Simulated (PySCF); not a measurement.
**Correlation energy of Yb²⁺ (ytterbium, charge +2)**

[Xe] 4f13 5d1, one real determinant (an excited configuration). Computed with PySCF 2.14 in x2c-TZVPPall, with the spin-free X2C one-electron Hamiltonian (Gaussian nucleus). Frozen: [Ar] 3d10; 40 electrons correlated.

MP2 pair energies summed by pair of shells (mhartree):

| pair | energy | share (%) |
| --- | --- | --- |
| 4f-4f | -554.09 | 33.9 |
| 4d-4f | -314.58 | 19.3 |
| 4f-5p | -226.67 | 13.9 |
| 5p-5p | -108.97 | 6.7 |
| 4d-4d | -94.38 | 5.8 |
| 4f-5s | -54.35 | 3.3 |
| 4p-4f | -46.10 | 2.8 |
| 4d-5p | -36.43 | 2.2 |
| 4p-4d | -29.69 | 1.8 |
| 5s-5p | -29.61 | 1.8 |
| 5p-5d | -25.80 | 1.6 |
| 4d-5s | -20.05 | 1.2 |
| 4s-4f | -19.89 | 1.2 |
| 4f-5d | -19.72 | 1.2 |
| 4s-4d | -16.50 | 1.0 |
| 4p-4p | -8.30 | 0.5 |
| 4p-5p | -6.40 | 0.4 |
| 5s-5s | -5.77 | 0.4 |
| 5s-5d | -3.42 | 0.2 |
| 4s-4p | -3.35 | 0.2 |
| 4p-5s | -3.25 | 0.2 |
| 4d-5d | -2.53 | 0.2 |
| 4s-4s | -1.25 | 0.1 |
| 4s-5p | -0.69 | 0.0 |
| 4s-5s | -0.64 | 0.0 |
| 4p-5d | -0.28 | 0.0 |
| 4s-5d | -0.10 | 0.0 |

Total MP2 correlation energy: -1632.8 mhartree.

Same-spin part -628.57 and opposite-spin part -1004.3 mhartree; SCS-MP2 scales them by 1/3 and 6/5 to -1414.6 mhartree.

The reference is one real determinant that mixes LS terms of this configuration.

This basis was not built for core-valence correlation, so the inner-shell part is incomplete.
